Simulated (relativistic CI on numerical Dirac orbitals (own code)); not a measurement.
## Ti³⁺ (3d) in a crystal field

Calculated by Dirac-Coulomb-Breit CI, separate exchange-only KLI orbitals for each configuration, model QED (radiative potential, 1s self-energy scaled to tabulated hydrogen-like ionisation energies), valence Slater integrals scaled by 0.8, one configuration in a parametric crystal field (own radial code).

Field parameters in Wybourne normalisation: D4h B²₀ = −7Ds, B⁴₀ = 21(Dq − Dt), B⁴₄ = 21√(5/14) Dq. The field is a parameter set, without covalency.

S is read from ⟨S²⟩ = S(S + 1).

Levels (cm⁻¹, degeneracy): 0 (2), 8581 (2), 8722 (2), 22354 (2), 24204 (2).

Question: Which field gives this pattern?
A. D4h, 10Dq = 22350, Ds = -1500, Dt = 830 cm⁻¹
B. D4h, 10Dq = 22350, Ds = 950, Dt = 830 cm⁻¹
C. D4h, 10Dq = 22350, Ds = 3000, Dt = 830 cm⁻¹
D. D4h, 10Dq = 22350, Ds = -1090, Dt = 830 cm⁻¹

Answer: A. D4h, 10Dq = 22350, Ds = -1500, Dt = 830 cm⁻¹, ground level with S = 0.50.
